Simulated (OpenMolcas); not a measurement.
Results of a calculation; reference values are marked as such.
**Ta3+: input and output**

Ta3+ among 6 point charges of -1 e arranged as a trigonal antiprism (D3d), 2.11 Å from the ion, with a polar angle of 45.4° against the regular 54.74°. With inversion symmetry the input lists one of each pair of outer charges.

Input:

```
&GATEWAY
Coord
1

Ta 0.0 0.0 0.0
Basis=ANO-RCC-VDZP
Group=XYZ
NoMove
AngMom=0.0 0.0 0.0
AMFI
XField
3 Angstrom 0
0.000000 1.503165 1.480741 -1.000000
1.301779 -0.751582 1.480741 -1.000000
1.301779 0.751582 -1.480741 -1.000000
&SEWARD
&RASSCF
FileOrb=start.orb
Symmetry=1
Spin=3
nActEl=2 0 0
Inactive=15 19
Ras2=5 0
CIRoot=10 10 1
SDav=10
CIMx=300
Iter=120 100
PrWF=0.3
OrbListing=Nothing
MaxOrb=0
>>> COPY $Project.JobIph JOB001
&RASSCF
FileOrb=start.orb
Symmetry=1
Spin=1
nActEl=2 0 0
Inactive=15 19
Ras2=5 0
CIRoot=15 15 1
SDav=15
CIMx=300
Iter=120 100
PrWF=0.3
OrbListing=Nothing
MaxOrb=0
>>> COPY $Project.JobIph JOB002
&RASSI
NrOfJobIphs=2 10 15
1 2 3 4 5 6 7 8 9 10
1 2 3 4 5 6 7 8 9 10 11 12 13 14 15
IphNames
JOB001
JOB002
EJob
SpinOrbit
DIPRint=1.0
SOCoupling=1000.0
Subsets=2
Property=9
'ANGMOM' 1 'ANGMOM' 2 'ANGMOM' 3 'MLTPL  1' 1 'MLTPL  1' 2 'MLTPL  1' 3
'AMFI' 1 'AMFI' 2 'AMFI' 3
SOProperty=3
'ANGMOM' 1 'ANGMOM' 2 'ANGMOM' 3
```

Launched by
```bash
OMP_NUM_THREADS=1 MOLCAS_MEM=1689 MOLCAS_PROJECT=a pymolcas a.inp > a.log  # once for each step of the input, in one work folder
```

A driver script runs the steps one by one and writes start.orb anew before each from the orbitals found so far.

Output, cut to the results:

```
--- SEWARD ---
Basis set label: TA.ANO-RCC...7S6P4D2F1G.

      Electronic valence basis set:
      ------------------
      Associated Effective Charge  73.000000 au
      Associated Actual Charge     73.000000 au
      Nuclear Model: Point charge

      Shell  nPrim  nBasis  Cartesian Spherical Contaminant
         s      24       7        X
         p      21       6        X
         d      15       4                 X
         f      11       2                 X
         g       4       1                 X
                  Relativistic Douglas-Kroll-Hess integrals:
                    - DKH order of Hamiltonian: 2
                    - DKH order of Properties : 0
                  Atomic mean-field integrals
--- RASSCF ---
Wave function specifications:
      -----------------------------

      Number of closed shell electrons          68
      Number of electrons in active shells       2
      Max number of holes in RAS1 space          0
      Max nr of electrons in RAS3 space          0
      Number of inactive orbitals               34
      Number of active orbitals                  5
      Number of secondary orbitals              29
      Spin quantum number                      1.0
      State symmetry                             1
Orbital specifications:
      -----------------------

      Symmetry species                           1   2
                                                ag  au
      Frozen orbitals                            0   0
      Inactive orbitals                         15  19
      Active orbitals                            5   0
      RAS1 orbitals                              0   0
      RAS2 orbitals                              5   0
      RAS3 orbitals                              0   0
      Secondary orbitals                        16  13
      Deleted orbitals                           0   0
      Number of basis functions                 36  32
      Number of CSFs                            10
      Number of root(s) required                10
      Iter CI   SX   CI       RASSCF       Energy    max ROT     max BLB   max BLB  Level Ln srch  Step   QN
          iter iter root      energy       change     param      element    value   shift minimum  type update
 Nr of preliminary CI iterations:   1
      Total energies have been shifted. Add               -15000.00 au
        1   1    6    0  -592.74716807    0.00E+00   1.21E-01*  19  22 2  1.44E-01*  0.43   0.00    SX    NO
        2   1    6    0  -592.79322457   -4.61E-02*  7.96E-02   16  32 2 -1.17E-01*  0.45   0.00    SX    NO
        3   1    6    0  -592.79957199   -6.35E-03* -5.76E-02   10  26 2  9.10E-02*  0.43   0.00    SX    NO
        4   1    6    0  -592.80236046   -2.79E-03*  4.92E-02   13  29 2 -7.87E-02*  0.44   0.00    SX    NO
        5   1    6    0  -592.80403417   -1.67E-03*  3.01E-02   10  26 2  6.88E-02*  0.42   0.58    SX   YES
        6   1    6    0  -592.80563911   -1.60E-03* -2.43E-02   13  29 2 -4.87E-02*  0.43   0.62    QN   YES
        7   1    5    0  -592.80708395   -1.44E-03* -3.34E-02   13  29 2 -5.22E-03*  0.42   1.24    QN   YES
        8   1    5    0  -592.80738562   -3.02E-04* -3.31E-02   16  32 2  3.30E-03*  0.42   2.06    LS   YES
        9   1    5    0  -592.80749504   -1.09E-04*  1.85E-02   16  32 2  1.14E-02*  0.41   1.08    QN   YES
       10   1    5    0  -592.80759048   -9.54E-05*  1.11E-02   16  32 2  4.53E-03*  0.41   1.61    LS   YES
       11   1    4    0  -592.80760654   -1.61E-05* -1.06E-03   13  29 2  4.78E-04*  0.41   1.02    QN   YES
       12   1    4    0  -592.80760685   -3.11E-07*  7.87E-05   18  21 2  6.18E-05   0.41   1.12    QN   YES
       13   1    3    0  -592.80760687   -1.33E-08*  2.76E-05   11  27 2 -1.66E-05   0.41   1.21    QN   YES
       14   1    3    0  -592.80760687   -6.78E-10  -4.62E-06   12  21 1  2.02E-06   0.41   1.06    QN   YES
      Convergence after 14 iterations
       15   1    3    0  -592.80760687   -9.09E-12  -4.62E-06   15  18 1 -2.97E-07   0.41   1.06    QN   YES
      Natural orbitals and occupation numbers for root  1
      sym 1:   0.001076   0.001076   0.000000   0.998924   0.998924
      Natural orbitals and occupation numbers for root  2
      sym 1:   0.996980  -0.000000   0.996980   0.003020   0.003020
      Natural orbitals and occupation numbers for root  3
      sym 1:   0.003020  -0.000000   0.996980   0.003020   0.996980
::    RASSCF root number  1 Total energy: -15592.86055061
...
--- RASSI ---
SPIN-FREE ENERGIES:
  (Shifted by EMIN (a.u.) =     -15592.8605506075)

 SF State       Relative EMIN(au)   Rel lowest level(eV)    D:o, cm**(-1)      L_eff

     1             0.0000000000        0.0000000000              0.0000         2.4
     2             0.0021450756        0.0583704810            470.7897         2.8
     3             0.0021450776        0.0583705361            470.7901         2.8
    11             0.0206252247        0.5612409556           4526.7136         2.1
    12             0.0332552526        0.9049215240           7298.6843         3.5
    13             0.0332552661        0.9049218907           7298.6873         3.5
     4             0.0444857847        1.2105198703           9763.5012         2.9
     5             0.0516825477        1.4063537672          11343.0081         2.8
     6             0.0516825610        1.4063541286          11343.0110         2.8
     7             0.0603264296        1.6415657757          13240.1209         2.3
    14             0.0636920943        1.7331501797          13978.7989         3.0
    15             0.0636921105        1.7331506197          13978.8025         3.0
    16             0.0860755059        2.3422338385          18891.3899         2.5
    17             0.0860755337        2.3422345927          18891.3960         2.5
    18             0.0961725068        2.6169872299          21107.4255         3.4
     8             0.0985310037        2.6811651993          21625.0557         1.1
     9             0.0985310607        2.6811667508          21625.0682         1.1
    19             0.1056698416        2.8754228734          23191.8495         3.9
    20             0.1064030314        2.8953739856          23352.7661         3.6
    10             0.1199078567        3.2628590023          26316.7326         2.4
    21             0.1204262080        3.2769640607          26430.4976         3.7
...
```

Spin-orbit levels above the lowest (labels of D3, the rotations of D3d):

```tsv
E (cm-1)	Degeneracy	Label	2S+1	g
0.0	1	A1	3 (80 %)	
64.4	2	E	3	0.00 0.00 0.15
840.1	2	E	3	0.00 0.00 1.09
3596	2	E	3	0.00 0.00 0.17
4960	1	A2	3	
5397	1	A1	3	
7919	1	A1	1 (58 %)	
9170	2	E	1 (74 %)	0.00 0.00 5.29
11302	2	E	3 (81 %)	0.00 0.00 0.66
12776	1	A2	3	
13686	1	A2	3	
13927	1	A1	3 (86 %)	
14264	2	E	3 (90 %)	0.00 0.00 3.04
15321	2	E	3 (82 %)	0.00 0.00 5.03
16371	1	A1	3	
17327	2	E	1 (66 %)	0.00 0.00 2.30
18632	2	E	3	0.00 0.00 7.60
21465	2	E	1 (70 %)	0.00 0.00 0.98
21714	1	A1	3 (68 %)	
23422	1	A2	3
```

Spin-orbit coupling mixes the spin-free states strongly: the lowest level takes only 66 % from its leading state, 3A2. Without dynamic correlation the repulsion within the d shell is too large (B by tens of per cent), so at a given field states of lower spin stand too high. This is an electrostatic model: the charges have no orbitals. No measured value stands beside these numbers.

The RASSCF and RASSI steps took 6.7 s on 1 thread of Arm Neoverse V1, with other jobs on the host; the integral step is not counted.

With an even number of electrons the g values are those of a degenerate or nearly degenerate non-Kramers pair.
